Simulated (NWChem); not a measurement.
System: CH3FO3Si; SMILES O=CO[Si@@H](O)F

```xyz
9

O     -0.4535    -1.9075     0.6328
C      0.5334    -1.7245    -0.0295
O      0.8838    -0.5666    -0.5771
Si    -0.0044     0.8782    -0.3924
O     -1.5723     0.5413    -0.1191
F      0.6910     1.6269     0.8527
H      1.2711    -2.5188    -0.2626
H      0.1952     1.6816    -1.6033
H     -1.6877    -0.2914     0.3690
```
Atoms are numbered in this order, from 1.

Computed with NWChem. Pople sets run with spherical d functions. Medium grid unless said otherwise, to which SCAN and Minnesota functionals are sensitive. Geometry: optimised at PBE0/def2-SVP. Hybrids' shares of exact exchange are those that their runs print; pure functionals count as 0. The functionals differ in more than this share.

```csv
row,share of exact exchange,highest occupied level (eV)
PBE/6-31G*,0.00,-7.00
OLYP/6-31G*,0.00,-6.87
TPSSh/6-31G*,0.10,withheld
B3LYP/6-31G*,0.20,-8.46
M06/6-31G*,0.27,-8.90
M06-2X/6-31G*,0.54,-10.48
```

**Question.** Fit a straight line of the last column on the one before it, predict the withheld value, and compare with the run.

**Answer.** 
1. Means of the 5 shown rows: x = 0.202, y = -8.342. Slope Σ(x − x̄)(y − ȳ)/Σ(x − x̄)² = -1.329/0.2005 = -6.628; intercept -7.003.
2. The shown rows scatter about the line by 0.107 (root mean square); the largest residual is +0.13, at OLYP/6-31G*.
3. At x = 0.10 (TPSSh/6-31G*; inside the shown range) the line gives -7.67.
4. The run gives -7.86, -0.19 from the line, 1.8 times the scatter.
